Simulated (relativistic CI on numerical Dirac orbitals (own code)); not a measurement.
**Co+ in a cubic cluster: L2,3 absorption with charge transfer**

Computed with a charge-transfer multiplet model of a cubic metal-ligand cluster with up to 2 ligand holes, Slater and spin-orbit integrals from Dirac-Coulomb-Breit ions, Slater integrals scaled by 0.8. The ground state mixes d8 with configurations of k ligand holes L, whose averages lie at kΔ + k(k − 1)U_dd/2; a core hole lowers each added d electron by U_cd. 20 K, Lorentzian 0.4 eV and Gaussian 0.3 eV FWHM.

Atomic integrals in eV (Slater integrals scaled, ζ unscaled), ground: F2dd 8.285, F4dd 5.103, zeta_d 0.056; with the core hole: F2dd 8.285, F4dd 5.103, zeta_d 0.075, zeta_core 9.677, F2cd 5.321, G1cd 3.943, G3cd 2.240.

Cluster parameters (eV): U_dd = 6.8, U_cd = 7.5, 10Dq = 1.2, 10Dq(ligand) = 0.5, V(eg) = 1.95, V(t2g) = -1.05, final-state hopping factor = 1.

| Case | n_d | d8 | d9L | d10L2 | S |
| --- | --- | --- | --- | --- | --- |
| Δ = 1.8 eV | 8.30 | 0.71 | 0.28 | 0.01 | 1.00 |
| Δ = 2.8 eV | 8.23 | 0.78 | 0.22 | 0.01 | 1.00 |
| Δ = 4.8 eV | 8.14 | 0.86 | 0.14 | 0.00 | 1.00 |
| Δ = 5.8 eV | 8.11 | 0.89 | 0.11 | 0.00 | 1.00 |
| Δ = 7.8 eV | 8.08 | 0.92 | 0.07 | 0.00 | 1.00 |

Weights, n_d and S are thermal averages at 20 K. Photon energies count from the first peak over 30 % of the highest in each spectrum, which can be another peak from case to case. The parameters are a model scan and need not match a compound or its usual spin state. Peaks in eV (height, largest 100):
- Δ = 1.8 eV: 0.0 (100), 1.1 (19), 14.6 (27), 15.2 (26)
- Δ = 2.8 eV: 0.0 (100), 1.3 (20), 14.6 (27), 15.3 (25)
- Δ = 4.8 eV: 0.0 (100), 1.5 (21), 14.6 (26), 15.4 (25)
- Δ = 5.8 eV: 0.0 (100), 1.6 (22), 14.6 (26), 15.5 (26)
- Δ = 7.8 eV: 0.0 (100), 1.7 (23), 14.6 (26), 15.5 (25)

For the case Δ = 4.8 eV, Δ = 4.8 eV is smaller than U_dd = 6.8 eV, the charge-transfer side of the Zaanen-Sawatzky-Allen scheme. With the core hole the configuration with one ligand hole lies at Δ + U_dd − U_cd = 1.1, 2.1, 4.1, 5.1, 7.1 eV from the one without, in the order of the table; where this is negative the screened configuration lies lower, though the effective hopping of about 2.7 eV (from the holes of the mixed ground state) mixes the two strongly wherever it is as large as the gap.
